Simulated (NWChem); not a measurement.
System: C2H7S cation; SMILES C[SH+]C

The following NWChem deck was run.

```
start job
memory heap 200 mb stack 900 mb global 1100 mb
charge 1
geometry units angstroms noautoz
  C      0.543374     0.003381     1.436876
  S     -0.572183     0.045408     0.000000
  C      0.543374     0.003381    -1.436876
  H      1.282623    -0.813176     1.342752
  H     -0.096333    -0.126314     2.331196
  H      1.035242     0.994248     1.476077
  H     -0.977282    -1.265054     0.000000
  H      1.282623    -0.813176    -1.342752
  H     -0.096333    -0.126314    -2.331196
  H      1.035242     0.994248    -1.476077
end
basis spherical
  * library 6-31g*
end
dft
  xc xpbe96 cpbe96
  iterations 150
  mulliken
end
task dft energy
```

NWChem printed, in part:

```
             Northwest Computational Chemistry Package (NWChem) 7.3.0
             --------------------------------------------------------

 CS  symmetry detected

                             Geometry "geometry" -> ""
                             -------------------------

 Output coordinates in angstroms (scale by  1.889725989 to convert to a.u.)

  No.       Tag          Charge          X              Y              Z
 ---- ---------------- ---------- -------------- -------------- --------------
    1 C                    6.0000     0.51982036     0.00167762    -1.43687600
    2 S                   16.0000    -0.59436324     0.07116577     0.00000000
    3 C                    6.0000     0.51982036     0.00167762     1.43687600
    4 H                    1.0000     1.23873500    -0.83283790    -1.34275200
    5 H                    1.0000    -0.12288673    -0.11222336    -2.33119600
    6 H                    1.0000     1.03594220     0.98013037    -1.47607700
    7 H                    1.0000    -1.03161337    -1.22892199     0.00000000
    8 H                    1.0000     1.23873500    -0.83283790     1.34275200
    9 H                    1.0000    -0.12288673    -0.11222336     2.33119600
   10 H                    1.0000     1.03594220     0.98013037     1.47607700

 Effective nuclear repulsion energy (a.u.)     119.5802488565

      Symmetry information
      --------------------

 Group name             Cs
 Group number              2
 Group order               2
 No. of unique centers     6

  pbe96 is a nonlocal functional; adding pw91lda local functional.

                                 NWChem DFT Module
                                 -----------------

 Summary of "ao basis" -> "ao basis" (spherical)
 ------------------------------------------------------------------------------
       Tag                 Description            Shells   Functions and Types
 ---------------- ------------------------------  ------  ---------------------
 C                           6-31g*                  6       14   3s2p1d
 S                           6-31g*                  8       18   4s3p1d
 H                           6-31g*                  2        2   2s

      Symmetry analysis of basis
      --------------------------

        a'         35
        a"         25

            General Information
            -------------------
          SCF calculation type: DFT
          Wavefunction type:  closed shell.
          No. of atoms     :    10
          No. of electrons :    34
           Alpha electrons :    17
            Beta electrons :    17
          Charge           :     1
          Spin multiplicity:     1
          Use of symmetry is: on ; symmetry adaption is: on
          Maximum number of iterations: 150
          AO basis - number of functions:    60
                     number of shells:    34
          Convergence on energy requested:  1.00D-06
          Convergence on density requested:  1.00D-05
          Convergence on gradient requested:  5.00D-04

              XC Information
              --------------
          PerdewBurkeErnzerhof Exchange Functional  1.000
            Perdew 1991 LDA Correlation Functional  1.000 local
           PerdewBurkeErnz. Correlation Functional  1.000 non-local

             Grid Information
             ----------------
          Grid used for XC integration:  medium
          Radial quadrature: Mura-Knowles
          Angular quadrature: Lebedev.
          Tag              B.-S. Rad. Rad. Pts. Rad. Cut. Ang. Pts.
          ---              ---------- --------- --------- ---------
          C                   0.70       49          10.0       434
          S                   1.00       88           8.0       590
          H                   0.35       45          11.0       434
          Grid pruning is: on
          Number of quadrature shells:   317
          Spatial weights used:  Erf1

      Superposition of Atomic Density Guess
      -------------------------------------

 Sum of atomic energies:        -476.26381702

 Renormalizing density from      35.00 to     34

      Non-variational initial energy
      ------------------------------

 Total energy =    -469.036223
 1-e energy   =    -865.646337
 2-e energy   =     277.029866
 HOMO         =      -0.683622
 LUMO         =      -0.254457

      Symmetry analysis of molecular orbitals - initial
      -------------------------------------------------

  Numbering of irreducible representations:

     1 a'          2 a"

  Orbital symmetries:

     1 a'          2 a'          3 a"          4 a'          5 a"
     6 a'          7 a'          8 a'          9 a"         10 a'
    11 a'         12 a'         13 a"         14 a"         15 a'
    16 a"         17 a'         18 a"         19 a'         20 a'
    21 a'         22 a'         23 a'         24 a"         25 a"
    26 a"         27 a'

     ---------------------------------------------
      Total Density - Mulliken Population Analysis
     ---------------------------------------------

    Atom       Charge   Shell Charges
 -----------   ------   -------------------------------------------------------
    1 C    6     6.84   2.00  0.76  2.10  0.73  1.23  0.03
    2 S   16    15.88   2.00  2.00  6.00  1.47  3.33  0.30  0.70  0.09
    3 C    6     6.84   2.00  0.76  2.10  0.73  1.23  0.03
    4 H    1     0.65   0.43  0.21
    5 H    1     0.63   0.43  0.20
    6 H    1     0.65   0.43  0.21
    7 H    1     0.58   0.35  0.23
    8 H    1     0.65   0.43  0.21
    9 H    1     0.63   0.43  0.20
   10 H    1     0.65   0.43  0.21

   convergence    iter        energy       DeltaE   RMS-Dens  Diis-err
 ---------------- ----- ----------------- --------- --------- ---------
 d= 0,ls=0.0,diis     1   -477.9485932716 -5.98D+02  2.07D-02  7.89D-01
 d= 0,ls=0.0,diis     2   -477.9496937111 -1.10D-03  1.37D-02  4.27D-01
 d= 0,ls=0.0,diis     3   -478.0082249800 -5.85D-02  3.65D-03  5.47D-02
 d= 0,ls=0.0,diis     4   -478.0170792661 -8.85D-03  3.29D-04  3.72D-04
 d= 0,ls=0.0,diis     5   -478.0171311010 -5.18D-05  7.60D-05  2.43D-05
  Resetting Diis
 d= 0,ls=0.0,diis     6   -478.0171339569 -2.86D-06  2.86D-05  4.59D-06
 d= 0,ls=0.0,diis     7   -478.0171345522 -5.95D-07  2.04D-05  3.08D-07
 d= 0,ls=0.0,diis     8   -478.0171344870  6.52D-08  1.17D-05  7.64D-07
 d= 0,ls=0.0,diis     9   -478.0171346017 -1.15D-07  1.17D-06  6.15D-09

         Total DFT energy =     -478.017134601670
      One electron energy =     -885.133202266452
           Coulomb energy =      326.076378503359
    Exchange-Corr. energy =      -38.540559695101
 Nuclear repulsion energy =      119.580248856524

 Numeric. integr. density =       33.999999750637

                  Occupations of the irreducible representations
                  ----------------------------------------------

                     irrep           alpha         beta
                     --------     --------     --------
                     a'               11.0         11.0
                     a"                6.0          6.0

                       DFT Final Molecular Orbital Analysis
                       ------------------------------------

 Vector   15  Occ=2.000000D+00  E=-5.658402D-01  Symmetry=a'
              MO Center=  3.4D-01,  1.4D-01, -4.7D-14, r^2= 3.5D+00
   Bfn.  Coefficient  Atom+Function         Bfn.  Coefficient  Atom+Function
  ----- ------------  ---------------      ----- ------------  ---------------
    21     -0.237891   2 S  px                3      0.216451   1 C  px
    35      0.216451   3 C  px                4      0.214304   1 C  py
    36      0.214304   3 C  py               51      0.186965   6 H  s
    59      0.186965  10 H  s                54      0.173688   7 H  s
    53      0.169614   7 H  s                22     -0.150093   2 S  py

 Vector   16  Occ=2.000000D+00  E=-5.565701D-01  Symmetry=a"
              MO Center=  2.3D-01, -6.0D-02,  3.4D-14, r^2= 3.9D+00
   Bfn.  Coefficient  Atom+Function         Bfn.  Coefficient  Atom+Function
  ----- ------------  ---------------      ----- ------------  ---------------
     5      0.318074   1 C  pz               37      0.318074   3 C  pz
    23     -0.282405   2 S  pz               49     -0.207589   5 H  s
    57      0.207589   9 H  s                 9      0.169735   1 C  pz
    41      0.169735   3 C  pz               50     -0.145141   5 H  s
    58      0.145141   9 H  s                 3      0.114743   1 C  px

 Vector   17  Occ=2.000000D+00  E=-5.065329D-01  Symmetry=a'
              MO Center= -2.7D-01,  2.8D-02,  3.8D-15, r^2= 2.6D+00
   Bfn.  Coefficient  Atom+Function         Bfn.  Coefficient  Atom+Function
  ----- ------------  ---------------      ----- ------------  ---------------
    21      0.424543   2 S  px               22     -0.403103   2 S  py
    20     -0.235534   2 S  s                25      0.188047   2 S  px
    24     -0.185279   2 S  s                 3     -0.161819   1 C  px
    35     -0.161819   3 C  px               17     -0.159080   2 S  px
    26     -0.157035   2 S  py               18      0.150558   2 S  py

 Vector   18  Occ=0.000000D+00  E=-2.397892D-01  Symmetry=a'
              MO Center= -5.7D-01, -2.1D-01,  2.6D-14, r^2= 2.8D+00
   Bfn.  Coefficient  Atom+Function         Bfn.  Coefficient  Atom+Function
  ----- ------------  ---------------      ----- ------------  ---------------
    54      1.042567   7 H  s                25      0.646767   2 S  px
    26      0.632708   2 S  py                6     -0.490581   1 C  s
    38     -0.490581   3 C  s                22      0.414312   2 S  py
    21      0.376819   2 S  px               53      0.247530   7 H  s
     9     -0.206153   1 C  pz               41      0.206153   3 C  pz

[...]
```

Level: PBE/6-31G* (spherical d). Coordinates come from a PBE-D3(BJ)/def2-SVP optimisation.
